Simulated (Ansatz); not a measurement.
C3H6ClGa, SMILES `C=[CH][Ga]([CH3])[Cl]`, 11 atoms. Charge 0, multiplicity 1. Correlated methods include outer-core shells of Ga, which these sets cover unevenly. Scalar relativity is left out up to krypton. All runs use 4 threads of an Arm Neoverse V1 on a shared host. Correlated methods freeze the cores.

(1) Give the basis size and wall time and peak host memory of each of these runs in Ansatz. RHF-MP2/def2-QZVPP energy; RKS PBE0-D4/def2-QZVPP energy; RKS B2PLYP (frozen core)/def2-TZVPP energy; RKS B3LYP-D4/def2-TZVPP energy and forces; RHF-CCSD(T)/def2-TZVPP energy; RKS ωB97M-V/def2-QZVPP energy; RHF-CCSD(T)/def2-SVP energy; RKS PBE0-D4/def2-TZVP frequencies; RKS ωB97M-V/def2-SVP energy; RKS B97M-V/def2-TZVPP energy; direct RPA on PBE orbitals/def2-TZVPP energy; RKS PBE0-D4/def2-SVP energy. (Best estimate.)

## Answers

(1) Computed: Other jobs shared the machine, so times are rough.

```
                                level                job  functions  wall time  peak host memory (GiB)
                 RKS PBE0-D4/def2-SVP             energy        122      1.6 s                    0.48
              RKS B3LYP-D4/def2-TZVPP  energy and forces        267      6.5 s                    0.87
                 RKS ωB97M-V/def2-SVP             energy        122      6.5 s                    0.48
  RKS B2PLYP (frozen core)/def2-TZVPP             energy        267        7 s                    0.74
direct RPA on PBE orbitals/def2-TZVPP             energy        267      7.5 s                    0.71
                RKS B97M-V/def2-TZVPP             energy        267       10 s                    0.47
                 RHF-CCSD(T)/def2-SVP             energy        122       11 s                    0.68
               RKS PBE0-D4/def2-QZVPP             energy        510       14 s                     2.2
               RKS ωB97M-V/def2-QZVPP             energy        510       29 s                     2.6
                   RHF-MP2/def2-QZVPP             energy        510       41 s                     3.4
                RKS PBE0-D4/def2-TZVP        frequencies        214    3.7 min                    0.68
               RHF-CCSD(T)/def2-TZVPP             energy        267    4.8 min                     6.7
```

B3LYP here is the variant with VWN-RPA as its local correlation; programs differ in this.
